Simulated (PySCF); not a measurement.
Compound: C2H9NOSi2.
SMILES: `CC(=O)N([SiH3])[SiH3]`

Computed, not measured: PySCF 2.14.0, PBE0-D3(BJ)/def2-SVP geometry optimisation, gas phase.

Take the most abundant isotopes and a rigid rotor. 

Q: Give the principal moments of inertia and the rotational constants in MHz.

A: Ia = 204.52, Ib = 221.52, Ic = 410.82 u·Å²; 505379 MHz·u·Å²/I gives A = 2471, B = 2281, C = 1230 MHz.

Q: Classify the top.

A: An asymmetric top. Ray's parameter κ = (2B − A − C)/(A − C) = 0.694; −1 is the prolate and +1 the oblate limit.

Q: What does the inertial defect say?

A: Not planar: Δ = Ic − Ia − Ib = -15.22 u·Å². For a rigid frame Δ = −2 Σ m c², so Σ m c² = 7.61 u·Å² lies off the ab plane, practically all of it from hydrogen. The atom farthest from that plane is 1.23 Å away.

Q: Where do the levels up to J = 5 lie, in MHz?

A: Above 0(0,0):
J = 1: 1(0,1) 3512, 1(1,1) 3701, 1(1,0) 4752
J = 2: 2(0,2) 9650, 2(1,2) 9673, 2(1,1) 12827, 2(2,1) 13396, 2(2,0) 14281
J = 3: 3(0,3) 18185, 3(1,3) 18186, 3(1,2) 23816, 3(2,2) 23931, 3(2,1) 26815, 3(3,1) 27952, 3(3,0) 28630
J = 4: 4(0,4) 29169, 4(1,4) 29169, 4(1,3) 37142, 4(2,3) 37154, 4(2,2) 42629, 4(3,2) 42959, 4(3,1) 45499, 4(4,1) 47383, 4(4,0) 47855
J = 5: 5(0,5) 42613, 5(1,5) 42613, 5(1,4) 52879, 5(2,4) 52880, 5(2,3) 60804, 5(3,3) 60854, 5(3,2) 66055, 5(4,2) 66773, 5(4,1) 68909, 5(5,1) 71705, 5(5,0) 72006
The levels of one J sum to (2J + 1)J(J + 1)(A + B + C)/3.

Q: Which types of transition are allowed, and where do some lines up to J = 4 fall?

A: The dipole components are |μa| = 2.73 D, |μb| = 0.39 D, |μc| = 0.00 D; the mirror of this Cs structure is the ab plane, so μc vanishes by symmetry and there are no c-type lines. The squared components, which scale the intensities, stand as 1.00 : 0.02 (a : b). Some lines, for components of 0.1 D or more:

```
type  branch         J(Ka,Kc)    MHz  lower level (cm⁻¹)
   a       Q  2(2,0) ← 2(2,1)    885               0.447
   a       Q  1(1,0) ← 1(1,1)   1051               0.123
   b       Q  2(2,0) ← 2(1,1)   1454               0.428
   b       Q  3(3,0) ← 3(2,1)   1814               0.894
   a       Q  4(3,1) ← 4(3,2)   2540               1.433
   a       Q  2(1,1) ← 2(1,2)   3154               0.323
   a       R  1(0,1) ← 0(0,0)   3512               0.000
   b       Q  3(3,1) ← 3(2,2)   4021               0.798
   b       Q  4(4,1) ← 4(3,2)   4424               1.433
   b       Q  4(2,2) ← 4(1,3)   5487               1.239
   b       Q  3(1,2) ← 3(0,3)   5631               0.607
   b       Q  3(2,2) ← 3(1,3)   5744               0.607
   a       R  2(0,2) ← 1(0,1)   6138               0.117
   b       R  2(1,2) ← 1(0,1)   6162               0.117
   a       R  3(1,3) ← 2(1,2)   8513               0.323
   a       R  3(0,3) ← 2(0,2)   8535               0.322
   b       R  3(1,3) ← 2(0,2)   8537               0.322
   b       R  2(2,1) ← 1(1,0)   8643               0.159
   b       R  2(2,0) ← 1(1,1)  10580               0.123
   b       R  4(0,4) ← 3(1,3)  10983               0.607
   a       R  3(1,2) ← 2(1,1)  10989               0.428
   b       R  4(1,3) ← 3(2,2)  13211               0.798
   b       R  4(2,2) ← 3(3,1)  14677               0.932
   a       R  4(2,2) ← 3(2,1)  15813               0.894
   b       R  4(3,2) ← 3(2,1)  16143               0.894
   b       R  3(2,1) ← 2(1,2)  17142               0.323
   b       R  4(4,0) ← 3(3,1)  19903               0.932
```

Q: Estimate the classical rotational partition function at 10 K, 50 K and 100 K.

A: Point group Cs, symmetry number σ = 1; q = (√π/σ)·√((kT/h)³/(ABC)), k/h = 20836.6 MHz/K: 2020 at 10 K, 22600 at 50 K, 64000 at 100 K.

Stationary, but not proved a minimum. Constants of a rigid frame at the computed geometry: no zero-point averaging, no centrifugal distortion. A rigid rotor knows nothing of internal rotation, which can split or shift real lines. Quadrupole hyperfine structure (14N) is left out.

Conformer computed: `[CH3:1][C:2](=[O:3])[N:4]([SiH3:5])[SiH3:6]`: C1–C2–N4–Si5 180°.
